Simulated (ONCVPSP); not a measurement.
How hard is this Ge (Z = 32) ONCV potential?

ONCVPSP 4.0.1 input, shortened (lines: element, Z, core and valence counts, functional; n l f; lmax; l rc ep ncon nbas qcut; lloc lpopt rc5 dvloc0; l nproj debl; icmod fcfact rcfact), PBE, scalar-relativistic:

```
  Ge 32.00    4    4        4      upf
    1    0    2.00
    2    0    2.00
    2    1    6.00
    3    0    2.00
    3    1    6.00
    3    2   10.00
    4    0    1.00
    4    1    3.00
    2
    0    1.85    0.00    3    7    3.50
    1    1.25    0.00    4    8    9.80
    2    1.15    0.00    3    8   11.10
    4    3    0.80    0.00
    0    2    3.10
    1    2    4.00
    2    2    0.80
    3    6.00    1.60
```

In the d channel the program set the typed energies aside and used -1.141, 0.250 Ha.

**Question.** For each optimised wave give the share of its norm inside rc, the residual kinetic energy above qcut (Ha) and the cutoffs (Ha) for errors of 10, 1, 0.1 and 0.01 mHa per electron.

**Answer.**

| wave | norm inside rc | residual KE | 10 mHa | 1 mHa | 0.1 mHa | 0.01 mHa |
| --- | --- | --- | --- | --- | --- | --- |
| 4s | 0.432 | 2.1e-03 | 4.4 | 10.5 | 39.4 | 77.3 |
| s projector 2 | 0.111 | 5.6e-02 | 8.7 | 31.1 | 53.0 | 76.3 |
| 3p | 0.973 | 1.0e-04 | 35.5 | 42.0 | 49.0 | 127.1 |
| 4p | 0.046 | 3.3e-05 | 28.0 | 37.4 | 44.8 | 65.4 |
| 3d | 0.870 | 5.0e-04 | 51.0 | 59.0 | 189.9 | not reached |
| d projector 2 | 0.021 | 5.9e-05 | 40.3 | 51.1 | 59.7 | 98.9 |

The occupied waves need 59 Ha and 190 Ha for 1 and 0.1 mHa. Note: ghosts flagged at negative energy: s at -13.3 eV; no localised positive-energy state flagged. A true bound ghost makes a file unfit for plane-wave use. 1 of 4 tests not solved or not reliable.
